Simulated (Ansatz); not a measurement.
A made-up structure of CH5GaO, singlet:

```
8
angstrom
C -0.0376 1.0044 -0.5630
Ga -0.1683 -0.8989 -0.1019
O 0.2896 -1.4306 1.5492
H 0.7457 1.1533 -1.3110
H 0.1960 1.6204 0.3067
H -0.9744 1.3570 -1.0006
H -0.6283 -2.0859 -1.0044
H 0.2807 0.5460 0.1250
```

It is relaxed with PBE-D4/def2-SVP and then PBE0-D4/def2-TZVP (Ansatz 0.2.0). Atoms count as bonded within 1.22 times the sum of their covalent radii (H–H: 0.88 Å). The end point is not checked to be a true minimum.

Does its bonding change? (A judgement: the text doesn't fix the answer.)

By the calculation: Yes. Formed: none; broken: C1–Ga2, Ga2–H8.

Where it ends: The first stage lowers the energy by 4.96 eV in 14 steps. It ends as a complex of GaHO ([O][GaH]) + CH₄:
C1  (0.064, 1.372, -0.458)
Ga2  (-0.218, -1.866, 0.060)
O3  (0.287, -1.789, 1.619)
H4  (0.708, 0.952, -1.232)
H5  (0.225, 2.449, -0.415)
H6  (-0.982, 1.183, -0.703)
H7  (-0.690, -1.971, -1.384)
H8  (0.309, 0.937, 0.513)
(Å)

Labels in which every atom is bracketed show which atoms are joined, not bond orders.

For scale, one of the runs: PBE0-D4/def2-TZVP relaxation, 140 basis functions, launched by `ansatz run in.yaml --threads 2 --pin off --events-out ev --progress --plain --max-ram 4352MiB`. The run took about 40 s on 2 CPU threads of an Intel Xeon Platinum 8259CL (shared host).
